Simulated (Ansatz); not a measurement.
The pair A = C2H2 (SMILES C#C) (first 4 atoms), B = N2 (SMILES N#N); geometry from B3LYP-D3(BJ)/def2-TZVP.
(charge 0, multiplicity 1):
```xyz
6

C     -0.437     0.428    -1.031
C     -0.041     0.040     0.030
H     -0.790     0.773    -1.972
H      0.309    -0.302     0.974
N      0.442    -0.435     4.643
N      0.516    -0.506     3.557
```

Correlated levels freeze the cores. MP2 and its Hartree–Fock in aug-cc-pVQZ are density fitted.

Programs: Ansatz (Gaussian basis) for Hartree–Fock, density functionals and correlated methods. Each number belongs to the level named beside it.

The counterpoise-corrected interaction energy is E(AB) − E(A in the pair's basis) − E(B in the pair's basis). Total energies (hartree):

```csv
level,AB,A in the pair's basis,B in the pair's basis
HF/aug-cc-pVTZ,-185.8367746,-76.8506823,-108.9860490
MP2/aug-cc-pVTZ,-186.5289463,-77.1638437,-109.3638397
HF/aug-cc-pVQZ,-185.8478900,-76.8550380,-108.9927959
MP2/aug-cc-pVQZ,-186.5794319,-77.1853932,-109.3927317
MP2/aug-cc-pVDZ,-186.3692991,-77.0910378,-109.2771227
CCSD(T)/aug-cc-pVDZ,-186.4139112,-77.1194226,-109.2935048
```

**Question.** Work out the counterpoise-corrected interaction energy at the basis-set limit: extrapolate the MP2 correlation part as X⁻³, take Hartree–Fock from the larger set, and add the CCSD(T) − MP2 difference of aug-cc-pVDZ.

**Answer.** 
1. Differences (1 hartree = 627.509 kcal/mol): HF/aug-cc-pVTZ -0.027; MP2/aug-cc-pVTZ -0.793; HF/aug-cc-pVQZ -0.035; MP2/aug-cc-pVQZ -0.820; MP2/aug-cc-pVDZ -0.714; CCSD(T)/aug-cc-pVDZ -0.617.
2. Correlation parts, MP2 less HF: -0.765 in aug-cc-pVTZ (X = 3), -0.785 in aug-cc-pVQZ (X = 4).
3. Limit (4³·(-0.785) − 3³·(-0.765))/(4³ − 3³) = -0.799; with HF/aug-cc-pVQZ it gives -0.835.
4. CCSD(T) less MP2 in aug-cc-pVDZ: 0.097.
Result: -0.74 kcal/mol, against -0.79 at MP2/aug-cc-pVTZ. It is an estimate of this method's limit, not of the exact value.

Ansatz is an electronic-structure program.
